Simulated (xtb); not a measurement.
BF4, SMILES F[B-](F)(F)F, charge -1. All values are semi-empirical tight-binding results from xtb (GFN2-xTB unless named), good for trends rather than for accurate numbers. Geometry: GFN2-xTB.

The point group as xtb finds it is Td and the orbital gap is 21.75 eV. The zero-point energy is 8.1 kcal/mol, the G − E(el) at 298.15 K (modified RRHO) is -7.9 kcal/mol and the static polarisability (D4 model) is 23.5 bohr³. The solvation energy, GFN2-xTB/ALPB(water) is -62.6 kcal/mol and the solvation energy, GFN2-xTB/ALPB(chcl3) comes out as -52.3 kcal/mol.

Computed IR lines (harmonic; lines under 4 % of the strongest left out, lines within 3 cm⁻¹ merged):
ν (cm⁻¹): 450 (w), 989 (vs) (against the strongest line: vs over 80 %, s over 45 %, m over 15 %, w over 4 %, vw less)
